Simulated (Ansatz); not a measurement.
Job for Ansatz (a first-principles code): R-r2SCAN/def2-TZVPP on CH4BF (SMILES CBF), atoms moved off the minimum.

Ansatz 0.2 input:
```yaml
crystal:
  periodic: [false, false, false]
  atoms:
    - {symbol: B, position_ang: [-0.16820855, -0.43710240, 0.15978265]}
    - {symbol: H, position_ang: [-0.87119248, -1.43211744, 0.44787916]}
    - {symbol: F, position_ang: [0.94101676, -0.40517705, 0.73059952]}
    - {symbol: C, position_ang: [-0.70763816, 0.70129603, -0.79766837]}
    - {symbol: H, position_ang: [-1.61831598, 1.14083368, -0.44912062]}
    - {symbol: H, position_ang: [-0.92494305, 0.29949609, -1.72803135]}
    - {symbol: H, position_ang: [0.07032177, 1.54668508, -0.93186666]}
basis:
  gaussian:
    orbitals: def2-TZVPP
hamiltonian:
  xc: {name: r2SCAN}
scf: {lower_state_search: off}
output: {forces: true}
```

What total energy does the run end on?

-165.2299 hartree.
